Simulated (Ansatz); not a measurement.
`[SiH2]S[SiH2]Cl` radical. The species carries charge 0 and has multiplicity 2. The structure was optimised at the PBE0-D4/def2-TZVP level. It is one conformer, not always the lowest.

```xyz
8

Si    1.263   -0.554   -1.251
S     0.240   -1.381    0.436
Si   -0.777    0.371    1.071
Cl    0.525    1.894    1.517
H     0.407    0.478   -1.904
H     1.534   -1.689   -2.176
H    -1.676    0.875    0.010
H    -1.516    0.005    2.298
```

Task: What is the dipole moment at r2SCAN/def2-TZVPP? (An estimate is asked.)

Result: Computed: 0.84 D, with components (-0.56, -0.16, -0.61) D in this frame, pointing from negative to positive charge.

Task: And with PBE, B3LYP, ωB97M-V? (Estimate.)

Result: The calculation gave: PBE 0.81 D, B3LYP 0.84 D, ωB97M-V 0.77 D.

Task: Give the Mulliken charges with r2SCAN, PBE, ωB97M-V in def2-TZVPP. (Best estimate.)

Result: Computed: 
| atom | r2SCAN | PBE | ωB97M-V |
| --- | --- | --- | --- |
| Si1 | 0.24 | 0.16 | 0.12 |
| S2 | -0.29 | -0.22 | -0.23 |
| Si3 | 0.49 | 0.38 | 0.32 |
| Cl4 | -0.24 | -0.20 | -0.20 |
| H5 | -0.04 | -0.02 | 0.00 |
| H6 | -0.05 | -0.03 | 0.00 |
| H7 | -0.05 | -0.03 | 0.00 |
| H8 | -0.06 | -0.04 | 0.00 |

B3LYP here is the variant with VWN-RPA as its local correlation; programs differ in this.
